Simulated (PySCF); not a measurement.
Compound: C4H6F2O2Si.
SMILES: `O=CO[C@H]([SiH3])/C(F)=C/F`

Method used: TDDFT B3LYP/def2-SVPD, vertical, gas phase, core orbitals frozen in the response in PySCF 2.14.0, density-fitted response routines. Geometry: GFN2-xTB, one conformer, isolated molecule. Torsions of this conformer, `[O:1]=[CH:2][O:3][C@H:4]([SiH3:5])/[C:6]([F:7])=[CH:8]/[F:9]`: O1–C2–O3–C4 -2°, C2–O3–C4–Si5 17°, O3–C4–C6–F7 -165°.

Computed singlets with f of 0.002 or more:

```json
{"state": "S1", "λ (nm)": "241.7", "f": "0.0024"}
{"state": "S2", "λ (nm)": "212.9", "f": "0.0035"}
{"state": "S3", "λ (nm)": "205.4", "f": "0.013"}
{"state": "S4", "λ (nm)": "191.5", "f": "0.0022"}
{"state": "S5", "λ (nm)": "182.3", "f": "0.242"}
{"state": "S6", "λ (nm)": "175.5", "f": "0.026"}
{"state": "S7", "λ (nm)": "175.2", "f": "0.066"}
```

Question: Turn these into Einstein A coefficients, radiative lifetimes, transition dipoles and integrated cross-sections.

Answer: A / s⁻¹ = 0.6670 f (ν̃ / cm⁻¹)² and τ = 1/A in vacuum; |μ| follows from f = (2/3) ΔE |μ|² (atomic units, 1 au = 2.5417 D); ∫σ dE = 109.76 f Mb·eV.

| state | A (s⁻¹) | τ | \|μ\| (D) | ∫σ dE (Mb·eV) |
| --- | --- | --- | --- | --- |
| S1 | 2.7×10⁶ | 370 ns | 0.35 | 0.26 |
| S2 | 5.1×10⁶ | 200 ns | 0.40 | 0.38 |
| S3 | 2.0×10⁷ | 49 ns | 0.75 | 1.4 |
| S4 | 4.0×10⁶ | 250 ns | 0.30 | 0.24 |
| S5 | 4.9×10⁸ | 2.1 ns | 3.06 | 27 |
| S6 | 5.7×10⁷ | 18 ns | 0.99 | 2.9 |
| S7 | 1.4×10⁸ | 7 ns | 1.57 | 7.3 |

Leading configurations: S1 H→L (97%); S2 H-1→L (86%); S3 H→L+2 (44%); S4 H→L+3 (53%); S5 H→L+1 (55%); S6 H→L+4 (38%); S7 H→L+4 (33%) (H = HOMO, L = LUMO).

The rates are for emission to S0 at the absorption energy, with no other channel.

Question: By what factor does the largest A in the list exceed the smallest?

Answer: S5 has 180 times the rate of S1.

Question: How much energy does a mole of photons resonant with S5 carry?

Answer: 6.801 eV × 96.485 = 656 kJ/mol (157 kcal/mol).

Question: What is the integrated cross-section of all computed states together?

Answer: Σf = 0.356 over S1 to S8, so 109.76 × Σf ≈ 39.1 Mb·eV.
